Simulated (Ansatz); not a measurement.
**Ligand exchange through a proton shuttle**

Start structure (Si$_{2}$N$_{2}$H$_{12}$, closed shell), relaxed at PBE0-D4/def2-TZVP:

```xyz
16
angstrom
Si -1.6329 -0.5720 -1.8853
H -1.7832 -1.9533 -1.3568
H -2.6656 0.3105 -1.2814
H -1.9307 -0.6393 -3.3492
Si 0.5179 0.2547 -1.5251
H -0.1092 -0.0893 1.5639
N -0.9392 -0.3986 1.0546
H 2.3968 0.1443 1.4524
N 1.8161 0.6338 2.1231
H 1.3807 -0.7368 -0.8265
H 0.5029 1.5208 -0.7436
H 1.1996 0.5653 -2.8196
H -1.1292 -1.3565 1.3225
H -1.7229 0.1604 1.3686
H 2.2553 0.5412 3.0306
H 1.8437 1.6148 1.8719
```

The step: Si₂H₆ ([SiH3][SiH3]) + NH₃ + NH₃ → Si₂NH₇ ([NH2][SiH2][SiH3]) + NH₃ + H₂; bonds formed: Si1–N7, H2–H8, H6–N9; bonds broken: Si1–H2, H6–N7, H8–N9. Ansatz 0.2.0; basis: def2-TZVPP and def2-QZVPP; cores frozen in the correlated methods. Extrapolation: Hartree–Fock as exp(−7.88 √X), correlation as X^−2.97. Energies below are by CCSD(T) at an estimated basis limit (MP2 extrapolated from triple and quadruple zeta, plus CCSD(T) − MP2 in triple zeta).

(1) What are the electronic barrier and the energy of the step, from the start structure to the end structure? (To be estimated.)

No T1 diagnostic of these runs exceeds 0.012.

Results:

(1) Computed: Barrier 200.4 kJ/mol; step energy 1.1 kJ/mol (uphill); reverse barrier, their difference, 199.3 kJ/mol. Barrier and step energy count from the start structure, the reverse barrier from the end structure.

The saddle point: One imaginary mode of 945i cm⁻¹.
| pair | start (Å) | saddle (Å) | end (Å) |
| --- | --- | --- | --- |
| Si1–N7 | 3.03 | 1.86 | 1.74 |
| H2–H8 | 5.46 | 1.41 | 0.75 |
| H6–N9 | 2.13 | 1.31 | 1.02 |
| Si1–H2 | 1.49 | 2.59 | 4.01 |
| H6–N7 | 1.02 | 1.28 | 2.30 |
| H8–N9 | 1.01 | 1.07 | 2.58 |

Zero-point energy (harmonic, PBE0-D4): ZPE is 323.1 kJ/mol at the start and 314.5 kJ/mol at the saddle, so the barrier goes from 200.4 to 191.8 kJ/mol.

Labels in which every atom is bracketed show which atoms are joined, not bond orders.

For scale, one of the runs: CCSD(T)/def2-TZVPP, 314 basis functions, launched by `ansatz run in.yaml --threads 8 --pin off --events-out ev --progress --plain --max-ram 19148MiB`. The run took 2 min on 8 CPU threads of an AMD EPYC 7R43 (shared host), with 12 GiB of host memory at its peak.
